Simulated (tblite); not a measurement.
H₄P, charge +1, singlet, at a GFN2-xTB geometry; GFN1-xTB run with tblite.

Here is a job for tblite.
```
$ tblite run mol.xyz --method gfn1 --charge 1 --spin 0 --json tblite.json --no-restart

# file mol.xyz
5

P      0.00000000     0.00000000    -0.00000000
H     -0.74072552    -0.84327030    -0.79402376
H      0.31759659    -0.63856403     1.17542384
H     -0.73217177     1.13050142     0.27594176
H      1.15530070     0.35133291    -0.65734185
```

Output, abridged:

```
xTB calculator
 | screened Coulomb repulsion
 | Coulomb electrostatics
 |  * isotropic Klopman-Ohno-Mataga-Nishimoto electrostatics
 |  * onsite third-order electrostatics
 | DFT-D3(BJ) dispersion correction

halogen bonding energy    0.0000000000000E+00 Eh
repulsion energy          4.2216130696849E-02 Eh
dispersion energy        -7.4437993450245E-04 Eh
number of electrons       8.0000000000000E+00 e
integral cutoff           2.3778036236194E+01 bohr

------------------------------------------------------------
  cycle        total energy    energy error   density error
------------------------------------------------------------
      1     -4.284051680438  -4.3255234E+00   1.5899591E-01
      2     -4.293985233147  -9.9335527E-03   5.4169773E-02
      3     -4.296106933676  -2.1217005E-03   4.0991145E-02
      4     -4.296359899213  -2.5296554E-04   1.4188308E-03
      5     -4.296362223734  -2.3245204E-06   4.8692101E-04
      6     -4.296362350756  -1.2702229E-07   4.8915613E-05
      7     -4.296362353467  -2.7111033E-09   1.4648565E-08
------------------------------------------------------------

electronic energy        -4.3378341042296E+00 Eh
total energy             -4.2963623534672E+00 Eh

Post processing:
 | Mayer-Wiberg bond orders

[Info] JSON dump of results written to 'tblite.json'
```
